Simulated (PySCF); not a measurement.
Telling isomers of C8H10S apart by NMR

All values are calculated (PySCF 2.14): structure optimised with PBE0-D3(BJ)/def2-SVP, NMR shieldings at PBE0/pcSseg-1/GIAO. Fast rotation and ring inversion assumed for equivalent nuclei, non-relativistic, gas phase, one conformer.

Chemical shifts δ = σref − σ; ¹H (31.27 ppm), ¹³C (184.41 ppm) against TMS, all at this level. Where no couplings were computed, multiplicities follow the n + 1 count of equivalent neighbours, and m marks all less simple cases (inequivalent or close neighbours, rings, F or P nearby). Shifts are as computed. Against solution values, carbons near 30 ppm lie about +2 ppm off and those near 130 ppm about +5 ppm; carbons on S a further +3 ppm. Of 1211 compounds with measured shifts, 218 miss one by over three times the rms of a fit or turn the order of signals round; such compounds aren't used in these exercises. OH and NH positions are gas-phase values without hydrogen bonding to other molecules.

(1) Tabulate the signals of `Cc1ccc(S)cc1C`, `C=C1C=C(C)/C1=C/SC`, `CSCc1ccccc1` and their relative energies.

(2) What is the quickest way to tell C=C1C=C(C)/C1=C/SC from CSCc1ccccc1?

(3) What is the quickest way to tell Cc1ccc(S)cc1C from CSCc1ccccc1?

(4) What is the quickest way to tell Cc1ccc(S)cc1C from C=C1C=C(C)/C1=C/SC?

Answers

(1) 
| SMILES | carbon types | δC | δH | E rel. (kcal/mol) |
| --- | --- | --- | --- | --- |
| Cc1ccc(S)cc1C | 3×C 3×CH 2×CH3 | 142.5, 139.3, 136.6, 135.3, 130.9, 128.9, 22.3, 21.4 | 7.00 (d, 1H), 6.97 (s, 1H), 6.79 (d, 1H), 3.40 (br s, 1H), 2.16 (s, 3H), 2.11 (s, 3H) | 0.0 |
| C=C1C=C(C)/C1=C/SC | 3×C 2×CH 1×CH2 2×CH3 | 164.2, 153.7, 146.6, 144.6, 117.4, 101.9, 20.7, 14.2 | 6.72 (s, 1H), 5.11 (s, 1H), 4.98 (br s, 1H), 4.80 (br s, 1H), 2.12 (s, 3H), 1.92 (s, 3H) | 63.9 |
| CSCc1ccccc1 | 1×C 5×CH 1×CH2 1×CH3 | 144.4, 135.6, 133.8, 132.7, 42.6, 17.2 | 7.48 (m, 2H), 7.42 (m, 2H), 7.35 (m, 1H), 3.44 (s, 2H), 1.51 (s, 3H) | 4.8 |

Energies are electronic energies at PBE0/pcSseg-1 on these geometries, without zero-point or thermal terms, each for the one conformer computed, which needn't be the lowest.

(2) Count the carbon signals: 8 against 6. The first has a terminal =CH2 carbon at 101.9 ppm, the second an sp3 CH2 bonded to S, on an aromatic ring at 42.6 ppm. Their most deshielded carbons lie at 164.2 and 144.4 ppm. In the proton spectra the most deshielded non-exchanging signals are 6.72 (s, 1H) and 7.48 (m, 2H).

(3) Count the carbon signals: 8 against 6. The first has a substituted aromatic carbon (C) at 136.6 ppm, the second an sp3 CH2 bonded to S, on an aromatic ring at 42.6 ppm. Their most deshielded carbons lie at 142.5 and 144.4 ppm. In the proton spectra the most deshielded non-exchanging signals are 7.00 (d, 1H) and 7.48 (m, 2H).

(4) Both give the same number of carbon signals, but DEPT or the intensities differ. The first has an aromatic CH at 130.9 ppm, the second a terminal =CH2 carbon at 101.9 ppm. Their most deshielded carbons lie at 142.5 and 164.2 ppm.
